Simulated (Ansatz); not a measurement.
Cost and result for the atomization energy of CH4SiTe (`C1[SiH2][Te]1`) (7 atoms, 7 bonds).

The species carries charge 0 and has multiplicity 1. Correlated methods include outer-core shells of Te, which these sets cover unevenly. Te takes the def2 core potential. All single points use the PBE0-D4/def2-TZVP geometry. Program: Ansatz. All runs use 2 threads of an Arm Neoverse V2 on a shared host. Times are those of one run each, without the atoms' runs, and a repeat can differ threefold. Electronic energies, without spin–orbit coupling; frozen cores. CCSD(T)/CBS adds CCSD(T) − MP2 in def2-TZVPP to the MP2 limit, and its time is that of the two runs behind it. T1 = 0.011. With those shells the extrapolation isn't a true limit. B3LYP takes the VWN-RPA correlation (the form of Gaussian; ORCA's B3LYP/G). HSE06 is the plane-wave form, built on full-range PBE exchange.

CCSD(T)/CBS is a level of theory with its own doubt, some kJ/mol a heavy atom from the limit and from the frozen cores, so smaller differences don't rank the functionals.

```json
{"level": "LDA (SPW92)/def2-TZVPP", "functions": "179", "wall time": "1.1 s", "atomization (kJ/mol)": "2506.7", "difference from CCSD(T)/CBS": "287.2", "per bond": "41.0"}
{"level": "revPBE-D4/def2-TZVPP", "functions": "179", "wall time": "1.9 s", "atomization (kJ/mol)": "2183.9", "difference from CCSD(T)/CBS": "-35.6", "per bond": "-5.1"}
{"level": "CCSD(T)/def2-SVP", "functions": "78", "wall time": "2 s", "atomization (kJ/mol)": "2033.6", "difference from CCSD(T)/CBS": "-185.9", "per bond": "-26.6"}
{"level": "PBE0-D4/def2-TZVPP", "functions": "179", "wall time": "2.3 s", "atomization (kJ/mol)": "2201.7", "difference from CCSD(T)/CBS": "-17.8", "per bond": "-2.5"}
{"level": "PBE-D4/def2-TZVPP (with forces)", "functions": "179", "wall time": "2.4 s", "atomization (kJ/mol)": "2231.0", "difference from CCSD(T)/CBS": "11.5", "per bond": "1.6"}
{"level": "HSE06-D4/def2-TZVPP", "functions": "179", "wall time": "2.5 s", "atomization (kJ/mol)": "2202.8", "difference from CCSD(T)/CBS": "-16.7", "per bond": "-2.4"}
{"level": "CAM-B3LYP-D4/def2-TZVPP", "functions": "179", "wall time": "2.8 s", "atomization (kJ/mol)": "2187.3", "difference from CCSD(T)/CBS": "-32.2", "per bond": "-4.6"}
{"level": "B3LYP-D4/def2-TZVPP (with forces)", "functions": "179", "wall time": "3.4 s", "atomization (kJ/mol)": "2193.6", "difference from CCSD(T)/CBS": "-25.9", "per bond": "-3.7"}
{"level": "PBE-QIDH/def2-TZVPP", "functions": "179", "wall time": "4.4 s", "atomization (kJ/mol)": "2189.2", "difference from CCSD(T)/CBS": "-30.3", "per bond": "-4.3"}
{"level": "r2SCAN-D4/def2-TZVPP (with forces)", "functions": "179", "wall time": "4.5 s", "atomization (kJ/mol)": "2206.6", "difference from CCSD(T)/CBS": "-12.9", "per bond": "-1.8"}
{"level": "MP2/def2-QZVPP", "functions": "329", "wall time": "12 s", "atomization (kJ/mol)": "2211.4", "difference from CCSD(T)/CBS": "-8.1", "per bond": "-1.2"}
{"level": "CCSD(T)/def2-TZVPP", "functions": "179", "wall time": "52 s", "atomization (kJ/mol)": "2143.6", "difference from CCSD(T)/CBS": "-75.9", "per bond": "-10.8"}
{"level": "CCSD(T)/CBS(def2)", "functions": "–", "wall time": "64 s", "atomization (kJ/mol)": "2219.5", "difference from CCSD(T)/CBS": "0.0", "per bond": "0.0"}
```

At CCSD(T), def2-SVP lies −186.0 kJ/mol from the extrapolated value and def2-TZVPP −75.9 kJ/mol: correlation converges slowly with the basis, and small sets miss more of it in the bonded molecule than in its fragments. In def2-TZVPP, CCSD(T) changes the Hartree–Fock value by +574.7 kJ/mol (the triples alone add +40.9 kJ/mol) and MP2 by +597.8 kJ/mol; breaking electron pairs costs correlation energy, which Hartree–Fock lacks. The D4 term adds +27.3 kJ/mol with B3LYP and +13.9 kJ/mol with PBE0; it sums over pairs of atoms, weighted by their polarisabilities, and B3LYP, whose exchange is more repulsive, gets the larger term.

Spin–orbit coupling would lower the free Te atoms strongly, and the atomization energy with them, by more than many differences here.
